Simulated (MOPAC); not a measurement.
MOPAC input (AM1):

```
AM1 FORCE THERMO(298,298) PRECISE LET UHF MS=0.5 GEO-OK AUX(PRECISION=9) THREADS=1
C3H4Cl

C    -2.06681758 1    0.00167731 1   -0.75552665 1
C    -0.77902284 1   -0.04606777 1   -0.87805607 1
C     0.62221084 1   -0.07186680 1   -0.67955659 1
Cl    1.04810821 1    0.05055184 1    1.03638645 1
H    -2.73277008 1   -0.04754000 1   -1.63126431 1
H    -2.57661025 1    0.09335792 1    0.21793106 1
H     1.12165992 1    0.79493157 1   -1.18530817 1
H     1.06757519 1   -1.03485334 1   -1.04133738 1
```

From the output:

```
     H    8   0.516456   5.224457

          HEAT OF FORMATION =      39.230940 KCALS/MOLE

          ZERO POINT ENERGY      35.698 KCAL/MOL

           NORMAL COORDINATE ANALYSIS (Total motion = 1 Angstrom)

   Root No.       1         2         3         4         5         6         7         8

                 1 A"      1 A'      2 A"      2 A'      3 A'      4 A'      3 A"      4 A"

                  88.1     119.6     351.1     388.6     754.4     900.6     907.6     990.1

           1    0.0000    0.0533   -0.0000    0.0394    0.0424    0.0019    0.0000   -0.0000
           2   -0.0000    0.1186    0.0000    0.0199    0.0049   -0.0885   -0.0000    0.0000
           3    0.0151    0.0000   -0.0597    0.0000   -0.0000   -0.0000    0.0113   -0.0933
           4   -0.0000    0.0562    0.0000    0.0290    0.0315   -0.0027   -0.0000    0.0000
           5    0.0000   -0.0802   -0.0000    0.2106   -0.0022    0.0652    0.0000   -0.0000
           6   -0.0397   -0.0000    0.1342    0.0000   -0.0000    0.0000   -0.0522    0.0199
           7    0.0000    0.0483   -0.0000    0.0770   -0.0426    0.0072    0.0000    0.0000
           8   -0.0000   -0.0310    0.0000   -0.0508    0.2943    0.0014   -0.0000   -0.0000
           9    0.0359   -0.0000   -0.0178   -0.0000    0.0000   -0.0000    0.1047    0.0095
          10   -0.0000   -0.0603   -0.0000   -0.0546   -0.0108   -0.0019   -0.0000   -0.0000
          11    0.0000   -0.0141    0.0000   -0.0512   -0.1124   -0.0020    0.0000    0.0000
          12   -0.0101   -0.0000   -0.0049   -0.0000   -0.0000   -0.0000   -0.0129   -0.0011
          13   -0.0000   -0.0909   -0.0000    0.2110    0.0508   -0.3627    0.0000    0.0000
          14    0.0000    0.2090    0.0000   -0.0911    0.0021    0.1688   -0.0000   -0.0001
          15   -0.3190    0.0000   -0.2985   -0.0000   -0.0000    0.0000    0.0174    0.4120
          16    0.0000    0.1971    0.0000   -0.1297    0.0471    0.3674   -0.0000    0.0000
          17   -0.0000    0.2132   -0.0000   -0.0941    0.0074    0.1841    0.0000   -0.0000
          18    0.3922    0.0000    0.0588   -0.0000   -0.0000    0.0000   -0.0399    0.3961
          19    0.0500    0.0669   -0.1617    0.0530   -0.0458   -0.0061   -0.1674    0.0022
          20   -0.0272   -0.0070    0.0447   -0.0765    0.2030   -0.0107    0.3114    0.0337
          21    0.0748    0.0011   -0.1314    0.0007    0.0135   -0.0021   -0.1414   -0.0038
          22   -0.0500    0.0669    0.1617    0.0530   -0.0458   -0.0061    0.1674   -0.0022
          23    0.0272   -0.0070   -0.0446   -0.0765    0.2030   -0.0107   -0.3114   -0.0337
          24    0.0748   -0.0011   -0.1314   -0.0007   -0.0135    0.0021   -0.1415   -0.0038

   Root No.       9        10        11        12        13        14        15        16

                 5 A"      5 A'      6 A'      7 A'      8 A'      9 A'      6 A"     10 A'

                1077.6    1085.1    1227.6    1346.2    1377.4    1999.1    3006.3    3064.9

           1    0.0000   -0.0900    0.0180   -0.0289   -0.0466   -0.2142    0.0000   -0.0008
           2   -0.0000   -0.0042    0.0007   -0.0005   -0.0003   -0.0013   -0.0000    0.0001
           3    0.0020    0.0000   -0.0000    0.0000    0.0000    0.0000   -0.0001   -0.0000
           4    0.0000   -0.0204   -0.0043   -0.0165   -0.0078    0.3525   -0.0000    0.0044
           5   -0.0000   -0.0132    0.0151   -0.0000   -0.0082    0.0304    0.0000   -0.0002
           6    0.0431   -0.0000    0.0000    0.0000   -0.0000   -0.0000   -0.0022   -0.0000
           7   -0.0000    0.1000   -0.0495   -0.0184    0.0629   -0.1146   -0.0000    0.0322
           8    0.0000    0.0196   -0.0560    0.0087    0.0013   -0.0224    0.0000   -0.0223
           9   -0.0296    0.0000   -0.0000    0.0000   -0.0000    0.0000   -0.0595   -0.0000
          10   -0.0000    0.0003    0.0031    0.0006   -0.0009   -0.0007   -0.0000    0.0000
          11    0.0000   -0.0066   -0.0067    0.0008   -0.0007   -0.0016    0.0000   -0.0008
          12   -0.0059   -0.0000   -0.0000    0.0000   -0.0000   -0.0000   -0.0003   -0.0000
          13   -0.0000   -0.1569    0.0595    0.2136    0.1557   -0.0879    0.0000   -0.0047
          14    0.0000    0.0343   -0.0238   -0.1434   -0.1203   -0.0701    0.0000   -0.0068
          15   -0.0458    0.0000   -0.0000   -0.0000   -0.0000   -0.0000   -0.0004   -0.0000
          16   -0.0000   -0.1445    0.0607    0.2089    0.1479   -0.0892    0.0000   -0.0029
          17    0.0000   -0.0378    0.0285    0.1469    0.1195    0.0732   -0.0000    0.0043
          18   -0.0162   -0.0000    0.0000    0.0000    0.0000    0.0000    0.0002   -0.0000
          19    0.3158    0.2070    0.0994    0.1589   -0.1863   -0.0409   -0.2299   -0.2102
          20    0.2868    0.1044    0.3551   -0.0643    0.0544   -0.0123    0.1632    0.1492
          21    0.0422    0.0279   -0.0758    0.1218   -0.1505    0.0030    0.3743    0.3938
          22   -0.3158    0.2070    0.0995    0.1589   -0.1863   -0.0409    0.2299   -0.2102
          23   -0.2868    0.1044    0.3551   -0.0643    0.0544   -0.0123   -0.1633    0.1493
          24    0.0421   -0.0279    0.0759   -0.1218    0.1505   -0.0030    0.3742   -0.3938

   Root No.      17        18

                11 A'     12 A'

                3116.9    3169.7

           1    0.0094   -0.0406
           2   -0.0609   -0.0135
           3   -0.0000   -0.0000
           4    0.0001   -0.0006
           5   -0.0028   -0.0004
           6   -0.0000   -0.0000
           7    0.0001    0.0007
           8   -0.0002   -0.0006
           9    0.0000   -0.0000
          10   -0.0000    0.0000
          11   -0.0000    0.0000
          12   -0.0000    0.0000
          13    0.2134    0.2942
          14    0.2964    0.4874
          15    0.0000    0.0001
          16   -0.3283    0.1918
          17    0.4658   -0.3209
          18    0.0001   -0.0000
          19   -0.0000   -0.0023
          20   -0.0000    0.0025
          21    0.0001    0.0052
          22   -0.0000   -0.0023
          23   -0.0000    0.0025
          24   -0.0001   -0.0052

           MASS-WEIGHTED COORDINATE ANALYSIS (NORMAL COORDINATES)

   Root No.       1         2         3         4         5         6         7         8

                 1 A"      1 A'      2 A"      2 A'      3 A'      4 A'      3 A"      4 A"

                  88.1     119.6     351.1     388.6     754.4     900.6     907.6     990.1

           1    0.0000    0.2307   -0.0000    0.1390    0.1146    0.0094    0.0000   -0.0000
           2   -0.0000    0.5137    0.0000    0.0701    0.0132   -0.4435   -0.0000    0.0001
           3    0.0929    0.0001   -0.3089    0.0000   -0.0000   -0.0001    0.0576   -0.4865
           4   -0.0000    0.2435    0.0000    0.1024    0.0852   -0.0138   -0.0000    0.0000
           5    0.0000   -0.3473   -0.0001    0.7434   -0.0060    0.3270    0.0000   -0.0000
           6   -0.2445   -0.0000    0.6944    0.0001   -0.0000    0.0000   -0.2651    0.1037
           7    0.0000    0.2094   -0.0000    0.2720   -0.1153    0.0363    0.0000    0.0000
           8   -0.0000   -0.1344    0.0000   -0.1795    0.7963    0.0072   -0.0001   -0.0000
           9    0.2210   -0.0000   -0.0923   -0.0000    0.0001   -0.0000    0.5313    0.0493
          10   -0.0000   -0.4487   -0.0000   -0.3311   -0.0500   -0.0168   -0.0000   -0.0000
          11    0.0000   -0.1050    0.0000   -0.3108   -0.5226   -0.0176    0.0000    0.0000
          12   -0.1075   -0.0000   -0.0437   -0.0000   -0.0001   -0.0000   -0.1127   -0.0097
          13   -0.0000   -0.1140   -0.0000    0.2158    0.0398   -0.5266    0.0000    0.0000
          14    0.0001    0.2623    0.0001   -0.0932    0.0016    0.2451   -0.0000   -0.0001
          15   -0.5696    0.0000   -0.4474   -0.0000   -0.0000    0.0000    0.0256    0.6221
          16    0.0000    0.2473    0.0000   -0.1327    0.0369    0.5335   -0.0000    0.0000
          17   -0.0001    0.2675   -0.0000   -0.0962    0.0058    0.2673    0.0000   -0.0001
          18    0.7003    0.0000    0.0881   -0.0000   -0.0000    0.0000   -0.0586    0.5981
          19    0.0893    0.0839   -0.2424    0.0542   -0.0359   -0.0089   -0.2463    0.0034
          20   -0.0486   -0.0087    0.0670   -0.0782    0.1591   -0.0156    0.4580    0.0509
          21    0.1335    0.0014   -0.1969    0.0007    0.0106   -0.0030   -0.2080   -0.0057
          22   -0.0893    0.0839    0.2424    0.0542   -0.0359   -0.0089    0.2463   -0.0034
          23    0.0486   -0.0087   -0.0669   -0.0782    0.1591   -0.0156   -0.4579   -0.0509
          24    0.1335   -0.0014   -0.1969   -0.0007   -0.0106    0.0030   -0.2081   -0.0057

   Root No.       9        10        11        12        13        14        15        16

                 5 A"      5 A'      6 A'      7 A'      8 A'      9 A'      6 A"     10 A'

                1077.6    1085.1    1227.6    1346.2    1377.4    1999.1    3006.3    3064.9

           1    0.0000   -0.5000    0.1024   -0.2046   -0.3092   -0.4951    0.0000   -0.0040
           2   -0.0000   -0.0233    0.0040   -0.0038   -0.0018   -0.0029   -0.0000    0.0004
           3    0.0110    0.0000   -0.0000    0.0000    0.0000    0.0000   -0.0007   -0.0000
           4    0.0000   -0.1135   -0.0246   -0.1166   -0.0521    0.8148   -0.0000    0.0225
           5   -0.0000   -0.0731    0.0860   -0.0000   -0.0542    0.0702    0.0000   -0.0013
           6    0.2343   -0.0000    0.0000    0.0000   -0.0000   -0.0000   -0.0110   -0.0000
           7   -0.0000    0.5555   -0.2817   -0.1301    0.4180   -0.2648   -0.0000    0.1634
           8    0.0000    0.1087   -0.3192    0.0618    0.0088   -0.0519    0.0000   -0.1133
           9   -0.1608    0.0000   -0.0000    0.0000   -0.0000    0.0000   -0.2962   -0.0000
          10   -0.0000    0.0032    0.0299    0.0068   -0.0107   -0.0027   -0.0000    0.0003
```
